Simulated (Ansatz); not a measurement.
The first iterations of a band of CH6ClNSi (10 atoms, charge 0, multiplicity 1).

Level of theory: RKS PBE0/def2-SVP in Ansatz.

- movable images: 5
- climbing image: yes
- spring: 5.0 eV/Å²
- optimiser: quadratic models (default)
- start path: through a guess of the saddle point
- force threshold: 0.05 eV/Å
- iteration limit: 60
- end points: relaxed

First end point:

```xyz
10
Properties=species:S:1:pos:R:3
Si -0.228 0.175 0.579
N 1.487 0.287 0.638
C -0.747 -0.674 -0.995
H -0.395 -0.110 -1.874
H -0.675 -0.519 1.816
Cl -1.199 2.035 0.613
H 1.937 0.596 1.494
H 1.989 0.638 -0.171
H -1.843 -0.739 -1.057
H -0.326 -1.690 -1.042
```

Last end point:

```xyz
10
Properties=species:S:1:pos:R:3
Si -0.969 -0.078 0.551
N 2.090 0.665 -0.032
C -1.469 -1.015 -0.773
H 1.638 0.086 -0.736
H -0.450 -0.590 1.837
Cl -1.241 1.958 0.648
H 2.096 0.151 0.846
H 1.530 1.506 0.092
H -1.890 -0.583 -1.683
H -1.336 -2.100 -0.751
```

| iteration | highest image above the first end (eV) | largest band force component (eV/Å) |
| --- | --- | --- |
| 1 | 4.232 | 7.085 |
| 2 | 3.219 | 3.294 |
| 3 | 3.211 | 3.510 |
| 4 | 3.153 | 1.256 |
| 5 | 3.155 | 0.486 |
| 6 | 3.106 | 0.703 |
| 7 | 3.091 | 0.290 |

Task: Does the band converge within its limit, and where does its top end?

Result: It converged. It ended after 23 iterations with the highest image 3.086 eV above the first end. The profile has 2 maxima (images 3, 5) with wells between them (image 4): this band takes more than one step, which may be the mechanism or a detour left from its start path. Neighbouring images differ by up to 1.8 eV, so the band resolves the path poorly. A vibrational analysis at the climbing image gives one clearly imaginary mode, 465i cm⁻¹: a first-order saddle point. The orbitals stay closed-shell, which can raise the energy where a bond breaks towards radicals; this wasn't checked here.

Run time: 3.4 min on 2 threads of Arm Neoverse V2, with other jobs on the host, peak memory 0.19 GiB.
